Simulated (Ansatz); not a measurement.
Computed with Ansatz on PBE0-D4/def2-TZVP structures; ΔE is electronic, products minus reactants. CCSD(T)/CBS adds triple-zeta CCSD(T) − MP2 to the extrapolated MP2 energy (def2 sets, frozen cores). DFT in def2-TZVPP. Elements past krypton have def2 core potentials. For Ge, In outer-core shells are correlated without core-valence functions, which leaves a few kJ/mol of doubt a bond. Scalar relativity is left out up to krypton. Each species was taken in one conformer, which may not be the lowest.

Reaction (substitution at a C–In bond): `[CH3][InH][O][SiH3]` + `[NH2][GeH2][Cl]` → `C[NH][GeH2][Cl]` + `[SiH3][O][InH2]`

`[CH3][InH][O][SiH3]`:

Z-matrix (Å, degrees):
```
C
In 1 2.133
H 1 1.091 2 108.8
H 1 1.092 2 108.8 3 -117.6
H 1 1.089 2 112.1 3 121.6
O 2 2.006 1 110.8 3 49.7
H 2 1.705 1 140.1 3 -130.7
Si 6 1.619 2 137.4 1 -2.4
H 8 1.493 6 111.7 2 89.4
H 8 1.490 6 110.7 2 -150.4
H 8 1.497 6 112.0 2 -30.4
```

`[NH2][GeH2][Cl]`:

Z-matrix (Å, degrees):
```
Ge
Cl 1 2.176
N 1 1.818 2 112.8
H 1 1.530 2 105.8 3 -118.7
H 1 1.530 2 105.8 3 118.7
H 3 1.010 1 115.0 2 -64.0
H 3 1.010 1 115.0 2 64.0
```

`C[NH][GeH2][Cl]`:

Z-matrix (Å, degrees):
```
C
N 1 1.452
H 1 1.097 2 114.0
H 1 1.093 2 110.1 3 121.9
H 1 1.093 2 109.5 3 -120.6
Ge 2 1.813 1 119.8 3 73.1
H 2 1.010 1 112.3 3 -64.1
Cl 6 2.179 2 112.1 1 -61.6
H 6 1.530 2 109.0 1 -179.1
H 6 1.531 2 108.6 1 54.2
```

`[SiH3][O][InH2]`:

Z-matrix (Å, degrees):
```
Si
O 1 1.622
H 1 1.490 2 110.7
H 1 1.496 2 111.8 3 120.0
H 1 1.490 2 110.8 3 -119.9
In 2 1.992 1 138.5 3 -120.0
H 6 1.702 2 110.2 1 180.0
H 6 1.706 2 112.5 1 -0.0
```

CCSD(T)/CBS gives +71.1 kJ/mol.

(1) Another level gave +59.7 kJ/mol. Which?
A. B2PLYP/def2-TZVPP
B. B97M-V/def2-TZVPP
C. LC-ωPBE/def2-TZVPP
D. MP2/def2-TZVPP

Largest T1 diagnostic among the species: 0.015.

Results:

(1) B. B97M-V 59.7, B2PLYP 68.5, LC-ωPBE 64.0, MP2/def2-TZVPP 76.2 kJ/mol.

At CCSD(T), def2-SVP lies −24.2 kJ/mol from the extrapolated value and def2-TZVPP −2.1 kJ/mol. Leaving LDA and LC-ωPBE aside and taking each functional with its dispersion term where it has one, the values spread over 8.8 kJ/mol, from B97M-V to B2PLYP. LDA lies −7.6 kJ/mol from PBE without D4.
